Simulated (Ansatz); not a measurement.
Consider the formal exchange of groups at a B–O bond: `C=COBC` + `CCC#CCCC` → `CBC#CCC` + `C=COCCC`.

Program: Ansatz. Geometries: PBE0-D4/def2-TZVP. ΔE: electronic, gas phase. CBS: MP2 limit from def2 TZ/QZ plus the TZ coupled-cluster correction, frozen cores. Functionals use def2-TZVPP. One conformer a species, not always the lowest.

`C=COBC`:

```xyz
12

C     0.662   -1.260    1.233
C     1.257   -0.152    0.823
O     0.631    1.039    0.617
B    -0.396    1.280   -0.243
C    -0.986    0.242   -1.247
H     1.252   -2.148    1.414
H    -0.406   -1.306    1.408
H     2.330   -0.088    0.673
H    -0.822    2.399   -0.172
H    -1.127    0.710   -2.226
H    -1.993   -0.043   -0.916
H    -0.403   -0.673   -1.362
```

`CCC#CCCC`:

Cartesian coordinates in Å:
```
C -0.111 2.848 0.884
C 1.115 2.008 1.233
C 1.014 0.638 0.755
C 0.907 -0.491 0.353
C 0.762 -1.846 -0.157
C -0.212 -1.945 -1.334
C -1.628 -1.539 -0.970
H -1.012 2.418 1.324
H 0.003 3.868 1.258
H -0.254 2.892 -0.198
H 1.259 1.999 2.319
H 2.013 2.471 0.812
H 1.745 -2.222 -0.461
H 0.419 -2.501 0.653
H -0.200 -2.976 -1.701
H 0.158 -1.316 -2.150
H -1.656 -0.509 -0.610
H -2.029 -2.179 -0.179
H -2.295 -1.616 -1.832
```

`CBC#CCC`:

Cartesian coordinates in Å:
```
C 1.171 -0.270 -2.809
B 1.724 -0.517 -1.372
C 0.907 -0.297 -0.128
C 0.250 -0.121 0.876
C -0.553 0.096 2.063
C -1.966 0.591 1.768
H 1.845 0.395 -3.361
H 0.158 0.130 -2.852
H 1.199 -1.216 -3.364
H 2.851 -0.909 -1.240
H -0.027 0.809 2.708
H -0.589 -0.841 2.630
H -2.508 -0.128 1.152
H -2.521 0.737 2.697
H -1.939 1.541 1.231
```

`C=COCCC`:

Cartesian coordinates in Å:
```
C -1.140 2.406 -0.880
C -0.043 2.343 -0.130
O 0.578 1.249 0.340
C 0.009 -0.001 0.007
C 0.848 -1.093 0.624
C 0.296 -2.472 0.309
H -1.687 1.536 -1.215
H -1.510 3.378 -1.175
H 0.481 3.238 0.188
H -0.027 -0.107 -1.086
H -1.023 -0.045 0.378
H 0.888 -0.937 1.706
H 1.874 -1.000 0.254
H 0.910 -3.253 0.759
H 0.268 -2.653 -0.769
H -0.722 -2.590 0.691
```

```json
{"species": "`C=COBC`", "ωB97X-V energy (Eh)": "-218.63804"}
{"species": "`CCC#CCCC`", "ωB97X-V energy (Eh)": "-273.93805"}
{"species": "`CBC#CCC`", "ωB97X-V energy (Eh)": "-220.76368"}
{"species": "`C=COCCC`", "ωB97X-V energy (Eh)": "-271.76981"}
```

(1) Work out ΔE.

Largest T1 diagnostic among the species: 0.013.

## Answers

(1) ΔE = (-220.76368) + (-271.76981) − (-218.63804) − (-273.93805) = 0.04260 Eh = +1.16 eV. CCSD(T)/CBS gives +1.20 eV.

From PBE to PBE0 (25 % exact exchange), in def2-TZVPP and without D4, ΔE moves by +0.05 eV. The D4 term adds +0.05 eV with B3LYP and +0.03 eV with PBE0; it sums over pairs of atoms, weighted by their polarisabilities, and B3LYP, whose exchange is more repulsive, gets the larger term.

B3LYP here is the variant with VWN-RPA as its local correlation; programs differ in this.
